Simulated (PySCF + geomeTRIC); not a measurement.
Calculation: PySCF + geomeTRIC with B3LYP-D3(BJ)/def2-TZVP. fastk is a local helper that only speeds up exchange builds. No frequencies were computed at this level.

```python
import json, numpy as np
from pyscf import gto, dft
from fastk import lowrank_exchange
atoms = """
N     -0.618149     1.364566    -0.713899
Si     0.024182    -0.140529    -0.129564
N     -0.916191    -0.787145     1.169954
N      1.618704     0.012537     0.522857
O      0.012658    -1.172484    -1.398160
H     -0.672416     2.125018    -0.056377
H     -0.248053     1.712371    -1.584109
H     -1.904827    -0.892077     1.010687
H     -0.771818    -0.371526     2.074508
H      2.335821     0.310804    -0.118797
H      1.957990    -0.783341     1.038597
H     -0.817897    -1.378195    -1.815697
"""
def scf(charge, spin, dm0=None):
    mol = gto.M(atom=atoms, basis='def2-tzvp', ecp={}, charge=charge, spin=spin, verbose=3, max_memory=5040)
    mf = dft.KS(mol, xc='b3lyp').density_fit(auxbasis="def2-universal-jkfit")
    mf.disp = 'd3bj'
    mf.grids.level = 3
    mf.conv_tol = 1e-8
    mf.max_cycle = 60
    mf.kernel(dm0)
    if not mf.converged:
        mf = mf.newton().run(mf.mo_coeff, mf.mo_occ).undo_soscf()
    return mf
mf = scf(0, 0)
from pyscf.geomopt.geometric_solver import kernel as optimize
path = []
done, mol = optimize(mf, maxsteps=80, assert_convergence=False, callback=lambda env: path.append((env["energy"], bool(env["g_scanner"].converged))))
res = dict(converged=bool(done and path[-1][1]), energy=path[-1][0], path=[e for e, c in path], xyz=mol.atom_coords(unit="Angstrom").tolist(), nao=mol.nao)
json.dump(res, open("result.json", "w"))
```

Output:

```
converged SCF energy = -533.502269359407
Geometry optimization cycle 1
converged SCF energy = -533.502269357818
cycle 1: E = -533.502269358  dE = -533.502  norm(grad) = 0.0251603
Geometry optimization cycle 2
converged SCF energy = -533.503248852478
cycle 2: E = -533.503248852  dE = -0.000979495  norm(grad) = 0.0100206
Geometry optimization cycle 3
converged SCF energy = -533.503943111915
cycle 3: E = -533.503943112  dE = -0.000694259  norm(grad) = 0.00968656
Geometry optimization cycle 4
converged SCF energy = -533.504411392752
cycle 4: E = -533.504411393  dE = -0.000468281  norm(grad) = 0.0107522
Geometry optimization cycle 5
converged SCF energy = -533.504738492826
cycle 5: E = -533.504738493  dE = -0.0003271  norm(grad) = 0.00717007
Geometry optimization cycle 6
converged SCF energy = -533.504886034876
cycle 6: E = -533.504886035  dE = -0.000147542  norm(grad) = 0.00308126
Geometry optimization cycle 7
converged SCF energy = -533.504950839109
cycle 7: E = -533.504950839  dE = -6.48042e-05  norm(grad) = 0.00207659
Geometry optimization cycle 8
converged SCF energy = -533.504995191453
cycle 8: E = -533.504995191  dE = -4.43523e-05  norm(grad) = 0.00246844
Geometry optimization cycle 9
converged SCF energy = -533.505032896708
cycle 9: E = -533.505032897  dE = -3.77053e-05  norm(grad) = 0.0022922
Geometry optimization cycle 10
converged SCF energy = -533.505062654411
cycle 10: E = -533.505062654  dE = -2.97577e-05  norm(grad) = 0.0016664
Geometry optimization cycle 11
converged SCF energy = -533.505081270127
cycle 11: E = -533.50508127  dE = -1.86157e-05  norm(grad) = 0.00112274
Geometry optimization cycle 12
converged SCF energy = -533.505089923836
cycle 12: E = -533.505089924  dE = -8.65371e-06  norm(grad) = 0.000735188
Geometry optimization cycle 13
converged SCF energy = -533.505094209687
cycle 13: E = -533.50509421  dE = -4.28585e-06  norm(grad) = 0.000528116
Geometry optimization cycle 14
converged SCF energy = -533.505098047854
cycle 14: E = -533.505098048  dE = -3.83817e-06  norm(grad) = 0.00057968
Geometry optimization cycle 15
converged SCF energy = -533.505102274806
cycle 15: E = -533.505102275  dE = -4.22695e-06  norm(grad) = 0.000681677
Geometry optimization cycle 16
converged SCF energy = -533.505105303584
cycle 16: E = -533.505105304  dE = -3.02878e-06  norm(grad) = 0.000511647
Geometry optimization cycle 17
converged SCF energy = -533.505106840648
cycle 17: E = -533.505106841  dE = -1.53706e-06  norm(grad) = 0.000235293
Geometry optimization cycle 18
converged SCF energy = -533.505107809812
cycle 18: E = -533.50510781  dE = -9.69164e-07  norm(grad) = 0.000235439
Geometry optimization cycle 19
converged SCF energy = -533.505108770734
cycle 19: E = -533.505108771  dE = -9.60922e-07  norm(grad) = 0.000375317
Geometry optimization cycle 20
converged SCF energy = -533.505109621215
cycle 20: E = -533.505109621  dE = -8.50481e-07  norm(grad) = 0.000367415
Geometry optimization cycle 21
converged SCF energy = -533.50511017347
cycle 21: E = -533.505110173  dE = -5.52256e-07  norm(grad) = 0.000222681
Geometry optimization cycle 22
converged SCF energy = -533.505110467907
cycle 22: E = -533.505110468  dE = -2.94437e-07  norm(grad) = 0.000183911
Geometry optimization cycle 23
converged SCF energy = -533.505110646645
cycle 23: E = -533.505110647  dE = -1.78738e-07  norm(grad) = 0.00027324
Geometry optimization cycle 24
converged SCF energy = -533.505110724241
cycle 24: E = -533.505110724  dE = -7.75964e-08  norm(grad) = 0.00033236
Geometry optimization cycle 25
converged SCF energy = -533.50511090379
cycle 25: E = -533.505110904  dE = -1.79549e-07  norm(grad) = 0.000244909
<class 'geometric.internal.Distance'> : 11
<class 'geometric.internal.Angle'> : 16
<class 'geometric.internal.Dihedral'> : 21
<class 'geometric.internal.TranslationX'> : 1
<class 'geometric.internal.TranslationY'> : 1
<class 'geometric.internal.TranslationZ'> : 1
<class 'geometric.internal.RotationA'> : 1
<class 'geometric.internal.RotationB'> : 1
<class 'geometric.internal.RotationC'> : 1
Step    0 : Gradient = 7.263e-03/1.386e-02 (rms/max) Energy = -533.5022693578
Step    1 : Displace = 2.402e-02/4.205e-02 (rms/max) Trust = 1.000e-01 (=) Grad = 2.893e-03/5.591e-03 (rms/max) E (change) = -533.5032488525 (-9.795e-04) Quality = 1.422
Step    2 : Displace = 3.577e-02/6.968e-02 (rms/max) Trust = 1.414e-01 (+) Grad = 2.796e-03/4.087e-03 (rms/max) E (change) = -533.5039431119 (-6.943e-04) Quality = 1.387
Step    3 : Displace = 3.644e-02/7.629e-02 (rms/max) Trust = 2.000e-01 (+) Grad = 3.104e-03/5.812e-03 (rms/max) E (change) = -533.5044113928 (-4.683e-04) Quality = 1.425
Step    4 : Displace = 3.345e-02/7.159e-02 (rms/max) Trust = 2.828e-01 (+) Grad = 2.070e-03/4.853e-03 (rms/max) E (change) = -533.5047384928 (-3.271e-04) Quality = 1.366
Step    5 : Displace = 2.128e-02/4.222e-02 (rms/max) Trust = 3.000e-01 (+) Grad = 8.895e-04/1.924e-03 (rms/max) E (change) = -533.5048860349 (-1.475e-04) Quality = 1.343
Step    6 : Displace = 1.432e-02/2.444e-02 (rms/max) Trust = 3.000e-01 (=) Grad = 5.995e-04/9.474e-04 (rms/max) E (change) = -533.5049508391 (-6.480e-05) Quality = 1.394
Step    7 : Displace = 1.357e-02/2.713e-02 (rms/max) Trust = 3.000e-01 (=) Grad = 7.126e-04/1.426e-03 (rms/max) E (change) = -533.5049951915 (-4.435e-05) Quality = 1.441
Step    8 : Displace = 1.474e-02/3.160e-02 (rms/max) Trust = 3.000e-01 (=) Grad = 6.617e-04/1.444e-03 (rms/max) E (change) = -533.5050328967 (-3.771e-05) Quality = 1.446
Step    9 : Displace = 1.446e-02/3.066e-02 (rms/max) Trust = 3.000e-01 (=) Grad = 4.810e-04/1.058e-03 (rms/max) E (change) = -533.5050626544 (-2.976e-05) Quality = 1.425
Step   10 : Displace = 1.095e-02/2.172e-02 (rms/max) Trust = 3.000e-01 (=) Grad = 3.241e-04/5.218e-04 (rms/max) E (change) = -533.5050812701 (-1.862e-05) Quality = 1.364
Step   11 : Displace = 5.730e-03/1.237e-02 (rms/max) Trust = 3.000e-01 (=) Grad = 2.122e-04/3.558e-04 (rms/max) E (change) = -533.5050899238 (-8.654e-06) Quality = 1.320
Step   12 : Displace = 3.522e-03/7.372e-03 (rms/max) Trust = 3.000e-01 (=) Grad = 1.525e-04/3.102e-04 (rms/max) E (change) = -533.5050942097 (-4.286e-06) Quality = 1.367
Step   13 : Displace = 4.089e-03/9.393e-03 (rms/max) Trust = 3.000e-01 (=) Grad = 1.673e-04/2.975e-04 (rms/max) E (change) = -533.5050980479 (-3.838e-06) Quality = 1.404
Step   14 : Displace = 5.642e-03/1.345e-02 (rms/max) Trust = 3.000e-01 (=) Grad = 1.968e-04/3.369e-04 (rms/max) E (change) = -533.5051022748 (-4.227e-06) Quality = 1.324
Step   15 : Displace = 5.064e-03/1.229e-02 (rms/max) Trust = 3.000e-01 (=) Grad = 1.477e-04/2.516e-04 (rms/max) E (change) = -533.5051053036 (-3.029e-06) Quality = 1.234
Step   16 : Displace = 2.936e-03/6.657e-03 (rms/max) Trust = 3.000e-01 (=) Grad = 6.792e-05/1.053e-04 (rms/max) E (change) = -533.5051068406 (-1.537e-06) Quality = 1.184
Step   17 : Displace = 2.044e-03/3.517e-03 (rms/max) Trust = 3.000e-01 (=) Grad = 6.797e-05/1.114e-04 (rms/max) E (change) = -533.5051078098 (-9.692e-07) Quality = 1.206
Step   18 : Displace = 2.576e-03/5.599e-03 (rms/max) Trust = 3.000e-01 (=) Grad = 1.083e-04/1.880e-04 (rms/max) E (change) = -533.5051087707 (-9.609e-07) Quality = 1.143
Step   19 : Displace = 3.002e-03/7.262e-03 (rms/max) Trust = 3.000e-01 (=) Grad = 1.061e-04/1.895e-04 (rms/max) E (change) = -533.5051096212 (-8.505e-07) Quality = 1.038
Step   20 : Displace = 2.512e-03/6.381e-03 (rms/max) Trust = 3.000e-01 (=) Grad = 6.428e-05/1.223e-04 (rms/max) E (change) = -533.5051101735 (-5.523e-07) Quality = 0.919
Step   21 : Displace = 1.679e-03/4.116e-03 (rms/max) Trust = 3.000e-01 (=) Grad = 5.309e-05/1.283e-04 (rms/max) E (change) = -533.5051104679 (-2.944e-07) Quality = 0.766
Step   22 : Displace = 1.481e-03/3.188e-03 (rms/max) Trust = 3.000e-01 (=) Grad = 7.888e-05/1.359e-04 (rms/max) E (change) = -533.5051106466 (-1.787e-07) Quality = 0.491
Step   23 : Displace = 1.704e-03/3.099e-03 (rms/max) Trust = 3.000e-01 (=) Grad = 9.594e-05/1.770e-04 (rms/max) E (change) = -533.5051107242 (-7.760e-08) Quality = 0.166
Step   24 : Displace = 8.259e-04/1.337e-03 (rms/max) Trust = 8.522e-04 (-) Grad = 7.070e-05/1.459e-04 (rms/max) E (change) = -533.5051109038 (-1.795e-07) Quality = 0.381
Converged! =D
```

Cost: very roughly 8 core-minutes.
